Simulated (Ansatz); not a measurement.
Start from `BO[SiH](O)F` and change one atom or group to get `O[SiH](F)[AlH2]`.

Ansatz, PBE0-D4/def2-TZVP geometries, multiplicity 1. Each molecule was computed in one conformer, which needn't be the lowest.

```json
{"property": "LUMO energy (ωB97M-V/def2-TZVPP) / eV", "`BO[SiH](O)F`": "1.12"}
{"property": "LUMO energy (PBE0/def2-TZVPP) / eV", "`BO[SiH](O)F`": "-0.79"}
{"property": "HOMO–LUMO gap (PBE/def2-TZVPP) / eV", "`BO[SiH](O)F`": "5.37"}
{"property": "HOMO–LUMO gap (ωB97M-V/def2-TZVPP) / eV", "`BO[SiH](O)F`": "12.16"}
{"property": "HOMO energy (PBE/def2-TZVPP) / eV", "`BO[SiH](O)F`": "-7.19"}
{"property": "HOMO–LUMO gap (PBE0/def2-TZVPP) / eV", "`BO[SiH](O)F`": "7.89"}
```

Give the same properties after the change, and the shifts. (An estimate is asked.)

Computed: 
```json
{"property": "LUMO energy (ωB97M-V/def2-TZVPP) / eV", "`O[SiH](F)[AlH2]`": "-0.53", "shift": "-1.65"}
{"property": "LUMO energy (PBE0/def2-TZVPP) / eV", "`O[SiH](F)[AlH2]`": "-2.19", "shift": "-1.40"}
{"property": "HOMO–LUMO gap (PBE/def2-TZVPP) / eV", "`O[SiH](F)[AlH2]`": "3.43", "shift": "-1.94"}
{"property": "HOMO–LUMO gap (ωB97M-V/def2-TZVPP) / eV", "`O[SiH](F)[AlH2]`": "9.05", "shift": "-3.11"}
{"property": "HOMO energy (PBE/def2-TZVPP) / eV", "`O[SiH](F)[AlH2]`": "-6.40", "shift": "0.79"}
{"property": "HOMO–LUMO gap (PBE0/def2-TZVPP) / eV", "`O[SiH](F)[AlH2]`": "5.38", "shift": "-2.51"}
```

With PBE0 the HOMO rises by 1.12 eV and the LUMO falls by 1.40 eV, so the gap narrows by about 2.52 eV. PBE moves the HOMO by 0.79 eV and ωB97M-V by 1.45 eV. The zero-point energy changes by -33.8 kJ/mol with -3 modes.
